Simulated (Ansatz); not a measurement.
Basis-set extrapolation for C$_{6}$H$_{15}$AlO$_{2}$ (`CC(C)[O][AlH][O]C(C)C`) (PBE0-D4/def2-TZVP geometry, frozen core, the Gaussian-basis code of Ansatz). Multiplicity 1, RHF reference.

```tsv
	def2-TZVPP	def2-QZVPP
HF	-627.859825	-627.885789
MP2 correlation	-1.601061	-1.710939
CCSD(T) correlation	-1.742195	not run
```

Energies in hartree. Use E(X) = E(∞) + A·exp(−7.88·√X) for Hartree–Fock and E(X) = E(∞) + B·X^(−2.97) for correlation, with X = 3 and 4, and add CCSD(T) minus MP2 of the smaller set to the MP2 limit.

Task: What is the CCSD(T) energy at the basis-set limit?

Result: HF limit: -627.885789 + (-0.025964) × 0.13774 = -627.88937. MP2 limit: -1.710939 + (-0.109878) × 0.74074 = -1.79233. Higher-order term: -1.742195 − (-1.601061) = -0.14113. Total: -629.82283 hartree, 579.7 kJ/mol below CCSD(T)/def2-TZVPP.
